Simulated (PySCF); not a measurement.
SMILES CN(C)[SiH2]N[SiH3] (C₂H₁₂N₂Si₂), GFN2-xTB optimised geometry.

```
18

Si    -0.77     1.08     1.34
N     -0.65     0.00     0.00
Si     0.05    -1.58     0.00
N     -0.39    -2.28    -1.51
C     -1.75    -2.20    -2.00
C      0.30    -3.44    -2.01
H     -1.52     2.24     0.84
H      0.55     1.51     1.83
H     -1.48     0.39     2.40
H     -0.67     0.44    -0.91
H      1.52    -1.58     0.00
H     -0.46    -2.24     1.21
H     -1.74    -2.12    -3.10
H     -2.24    -1.33    -1.58
H     -2.32    -3.10    -1.74
H      1.33    -3.43    -1.65
H     -0.17    -4.37    -1.68
H      0.31    -3.42    -3.10
```

Density from PBE0/def2-SVP in PySCF 2.14.0 at that geometry.

Minimum of the electron density along straight lines between bonded atoms, close to the bond critical point (lines longer than 1.1 times the sum of covalent radii, or with two minima, are not listed):

```csv
bond,length / Å,ρ at the minimum / e bohr⁻³,∇²ρ there / e bohr⁻⁵,position (fraction from the first atom)
Si1–N2,1.726,0.121,0.71,0.40
N2–Si3,1.730,0.121,0.72,0.60
Si3–N4,1.719,0.125,0.76,0.40
N4–C5,1.442,0.272,-0.78,0.61
N4–C6,1.438,0.275,-0.79,0.61
Si1–H7,1.464,0.117,0.32,0.49
Si1–H8,1.468,0.117,0.32,0.49
Si1–H9,1.461,0.119,0.33,0.49
N2–H10,1.008,0.328,…,0.77
Si3–H11,1.467,0.118,0.32,0.49
Si3–H12,1.469,0.117,0.31,0.49
C5–H13,1.095,0.276,-1.01,0.63
C5–H14,1.086,0.282,-1.07,0.63
C5–H15,1.097,0.275,-1.00,0.62
C6–H16,1.086,0.281,-1.06,0.63
C6–H18,1.094,0.277,-1.02,0.63
```

Fill in the missing entries.


- N2–H10, ∇²ρ there / e bohr⁻⁵: -1.50
